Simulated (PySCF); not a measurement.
A GIAO shielding run with PySCF 2.14.0 with density-fitted response routines (density fitting, non-relativistic, gas phase) on SMILES C=C[C@@H]1CN[SiH2]C1, C$_{5}$H$_{11}$NSi:

```
$ OMP_NUM_THREADS=1 python probes_run.py task.json out

{"job": {"kind": "nmr", "xc": "PBE0", "basis": "pcSseg-1"}, "charge": 0, "multiplicity": 1}
C      1.223265     0.893060     2.251617
C      1.174022     0.234737     1.108504
C     -0.011127     0.190577     0.201102
C     -0.482441    -1.243936    -0.066795
N     -1.373354    -1.175036    -1.206423
Si    -1.010344     0.075165    -2.323072
C      0.297689     0.820522    -1.164277
H      2.108142     0.911150     2.865066
H      0.375091     1.444520     2.623155
H      2.042022    -0.309165     0.755497
H     -0.843197     0.737133     0.654414
H      0.384415    -1.891528    -0.265598
H     -1.012250    -1.647433     0.802643
H     -1.851757    -2.034016    -1.417458
H     -0.423337    -0.346637    -3.602229
H     -2.193720     0.910349    -2.538175
H      0.287802     1.905509    -1.093752
H      1.300320     0.531346    -1.482518
```

Hardware: 1 thread of an AMD EPYC, shared host. The job also computes population analyses, field gradients, ring-centre shieldings.

Q: How large is the calculation?

A: 62 electrons, 181 basis functions and 954 auxiliary functions.

Q: How long does it take, and how much memory does it need?

A: 86 s of wall time, with 14 SCF cycles and 4 response iterations; peak memory 0.83 GiB. Times on a shared host scatter by some tens of per cent.
